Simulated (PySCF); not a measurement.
SMILES c1c(sc(C(C)C)c1)C (C8H12S), GFN2-xTB optimised geometry.

```
21

C     -1.63    -2.85     0.00
C     -0.70    -1.69     0.00
C      0.66    -1.69     0.00
C      1.22    -0.39     0.00
C      0.29     0.60     0.00
C      0.50     2.08     0.00
C     -0.10     2.71     1.26
C     -0.10     2.71    -1.26
S     -1.31    -0.07     0.00
H     -2.28    -2.82     0.87
H     -2.26    -2.83    -0.89
H     -1.07    -3.78     0.01
H      1.25    -2.59     0.00
H      2.28    -0.20     0.00
H      1.58     2.26     0.00
H     -1.18     2.54     1.28
H      0.33     2.26     2.15
H      0.09     3.78     1.27
H      0.08     3.78    -1.27
H      0.33     2.27    -2.15
H     -1.18     2.54    -1.28
```

Density from CAM-B3LYP/def2-SVP (PySCF 2.14.0) at that geometry.

Minimum of the electron density along straight lines between bonded atoms, close to the bond critical point (lines longer than 1.1 times the sum of covalent radii, or with two minima, are not listed):

```json
[
 {"bond": "C1–C2", "length / Å": "1.487", "ρ at the minimum / e bohr⁻³": "0.260", "∇²ρ there / e bohr⁻⁵": "-0.63", "position (fraction from the first atom)": "0.49"},
 {"bond": "C2–C3", "length / Å": "1.357", "ρ at the minimum / e bohr⁻³": "0.327", "∇²ρ there / e bohr⁻⁵": "-0.83", "position (fraction from the first atom)": "0.51"},
 {"bond": "C3–C4", "length / Å": "1.416", "ρ at the minimum / e bohr⁻³": "0.297", "∇²ρ there / e bohr⁻⁵": "(withheld)", "position (fraction from the first atom)": "0.50"},
 {"bond": "C4–C5", "length / Å": "1.357", "ρ at the minimum / e bohr⁻³": "0.327", "∇²ρ there / e bohr⁻⁵": "-0.83", "position (fraction from the first atom)": "0.49"},
 {"bond": "C5–C6", "length / Å": "1.495", "ρ at the minimum / e bohr⁻³": "0.260", "∇²ρ there / e bohr⁻⁵": "-0.62", "position (fraction from the first atom)": "0.52"},
 {"bond": "C6–C7", "length / Å": "1.530", "ρ at the minimum / e bohr⁻³": "0.244", "∇²ρ there / e bohr⁻⁵": "-0.57", "position (fraction from the first atom)": "0.50"},
 {"bond": "C6–C8", "length / Å": "1.530", "ρ at the minimum / e bohr⁻³": "0.244", "∇²ρ there / e bohr⁻⁵": "-0.57", "position (fraction from the first atom)": "0.50"},
 {"bond": "C2–S9", "length / Å": "1.737", "ρ at the minimum / e bohr⁻³": "0.212", "∇²ρ there / e bohr⁻⁵": "-0.45", "position (fraction from the first atom)": "0.47"},
 {"bond": "C5–S9", "length / Å": "1.738", "ρ at the minimum / e bohr⁻³": "0.211", "∇²ρ there / e bohr⁻⁵": "-0.44", "position (fraction from the first atom)": "0.46"},
 {"bond": "C1–H10", "length / Å": "1.090", "ρ at the minimum / e bohr⁻³": "0.276", "∇²ρ there / e bohr⁻⁵": "-1.02", "position (fraction from the first atom)": "0.63"},
 {"bond": "C1–H11", "length / Å": "1.090", "ρ at the minimum / e bohr⁻³": "0.276", "∇²ρ there / e bohr⁻⁵": "-1.02", "position (fraction from the first atom)": "0.63"},
 {"bond": "C1–H12", "length / Å": "1.088", "ρ at the minimum / e bohr⁻³": "0.277", "∇²ρ there / e bohr⁻⁵": "-1.03", "position (fraction from the first atom)": "0.63"},
 {"bond": "C3–H13", "length / Å": "1.076", "ρ at the minimum / e bohr⁻³": "0.283", "∇²ρ there / e bohr⁻⁵": "-1.09", "position (fraction from the first atom)": "0.63"},
 {"bond": "C4–H14", "length / Å": "1.076", "ρ at the minimum / e bohr⁻³": "0.283", "∇²ρ there / e bohr⁻⁵": "-1.09", "position (fraction from the first atom)": "0.63"},
 {"bond": "C6–H15", "length / Å": "1.096", "ρ at the minimum / e bohr⁻³": "0.276", "∇²ρ there / e bohr⁻⁵": "-1.01", "position (fraction from the first atom)": "0.62"},
 {"bond": "C7–H16", "length / Å": "1.088", "ρ at the minimum / e bohr⁻³": "0.277", "∇²ρ there / e bohr⁻⁵": "-1.02", "position (fraction from the first atom)": "0.63"},
 {"bond": "C7–H17", "length / Å": "1.088", "ρ at the minimum / e bohr⁻³": "0.277", "∇²ρ there / e bohr⁻⁵": "-1.03", "position (fraction from the first atom)": "0.63"},
 {"bond": "C7–H18", "length / Å": "1.088", "ρ at the minimum / e bohr⁻³": "0.277", "∇²ρ there / e bohr⁻⁵": "-1.02", "position (fraction from the first atom)": "0.63"},
 {"bond": "C8–H19", "length / Å": "1.088", "ρ at the minimum / e bohr⁻³": "0.277", "∇²ρ there / e bohr⁻⁵": "-1.02", "position (fraction from the first atom)": "0.63"},
 {"bond": "C8–H20", "length / Å": "1.088", "ρ at the minimum / e bohr⁻³": "0.277", "∇²ρ there / e bohr⁻⁵": "-1.03", "position (fraction from the first atom)": "0.63"},
 {"bond": "C8–H21", "length / Å": "1.088", "ρ at the minimum / e bohr⁻³": "0.277", "∇²ρ there / e bohr⁻⁵": "-1.02", "position (fraction from the first atom)": "0.63"}
]
```

Problem. Complete the blanks.

Solution. 
- C3–C4, ∇²ρ there / e bohr⁻⁵: -0.75
